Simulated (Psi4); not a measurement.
Psi4 input (wB97X-D/6-311+G**):

```
memory 1500 MB

molecule {
0 2
Si   -1.87139300   -0.30514400   -0.18306400
Si    0.38296000   -0.70221100    0.25532900
Cl    1.43697800    1.03851200   -0.15411700
H    -2.71335600   -1.52271500   -0.05295000
H    -2.44217300    0.80418900    0.62053600
H     0.89777900   -1.77406300   -0.62433200
H     0.66717600   -1.05912800    1.66503200
symmetry c1
no_reorient
no_com
}

set {
  basis 6-311+G**
  reference uks
  scf_type df
  df_basis_scf def2-universal-jkfit
  dft_radial_points 99
  dft_spherical_points 590
  e_convergence 1e-8
  d_convergence 1e-7
  maxiter 150
}

e = energy('wb97x-d')
print_out(f'\nFINAL {e:.10f} DIPOLE {variable("CURRENT DIPOLE")[0]:.6f} {variable("CURRENT DIPOLE")[1]:.6f} {variable("CURRENT DIPOLE")[2]:.6f}\n')
```

From the output:

```
      61A      0.684413    62A      0.717831    63A      0.721938
      64A      0.804402    65A      0.841674    66A      0.903000
      67A      0.931060    68A      0.962017    69A      0.969689
      70A      0.979274    71A      0.999514    72A      1.034935
      73A      1.057142    74A      1.263845    75A      1.272398
      76A      1.290816    77A      1.308692    78A      1.381223
      79A      1.411195    80A      1.433600    81A      1.447943
      82A      1.466673    83A      1.530545    84A      1.539510
      85A      1.579579    86A      1.649466    87A      1.683327
      88A      1.724311    89A      2.002494    90A      2.045611
      91A      2.185830    92A      2.186708    93A      2.368371
      94A      2.381688    95A      2.488803    96A      2.652675
      97A      2.683442    98A      2.703401    99A      2.762164
     100A      5.559104   101A      5.637305   102A      9.792409
     103A     11.421877   104A     11.453749   105A     11.476739
     106A     11.514992   107A     11.527713   108A     11.542411
     109A     25.961598   110A     26.005004   111A     26.298855
     112A    141.061338   113A    141.160290   114A    215.864730

    Final Occupation by Irrep:
              A
    DOCC [    24 ]
    SOCC [     1 ]
    NA   [    25 ]
    NB   [    24 ]

  @DF-UKS Final Energy: -1041.59494320448584

   => Energetics <=

    Nuclear Repulsion Energy =            180.9842140014764027
    One-Electron Energy =               -1800.9684478327199031
    Two-Electron Energy =                 630.3260149735850746
    DFT Exchange-Correlation Energy =     -51.9345928188879284
    Empirical Dispersion Energy =          -0.0021315279394975
    VV10 Nonlocal Energy =                  0.0000000000000000
    Total Energy =                      -1041.5949432044858440

  UHF NO Occupations:
  HONO-2 :   23  A 1.9998247
  HONO-1 :   24  A 1.9990666
  HONO-0 :   25  A 1.0000000
  LUNO+0 :   26  A 0.0009334
  LUNO+1 :   27  A 0.0001753
  LUNO+2 :   28  A 0.0001514
  LUNO+3 :   29  A 0.0000577

Computation Completed

Properties will be evaluated at   0.000000,   0.000000,   0.000000 [a0]

Properties computed using the SCF density matrix

 Multipole Moments:

 ------------------------------------------------------------------------------------
     Multipole            Electronic (a.u.)      Nuclear  (a.u.)        Total (a.u.)
 ------------------------------------------------------------------------------------

 L = 1.  Multiply by 2.5417464519 to convert [e a0] to [Debye]
 Dipole X            :         -0.4450798           -0.0000189           -0.4450987
 Dipole Y            :         -0.5608546            0.0000321           -0.5608225
 Dipole Z            :          0.1129238            0.0000132            0.1129370
 Magnitude           :                                                    0.7248375

 ------------------------------------------------------------------------------------

FINAL -1041.5949432045 DIPOLE -0.445099 -0.560822 0.112937

*** Psi4 exiting successfully. Buy a developer a beer!
```

The geometry given is a B3LYP-D3(BJ)/def2-TZVP minimum.
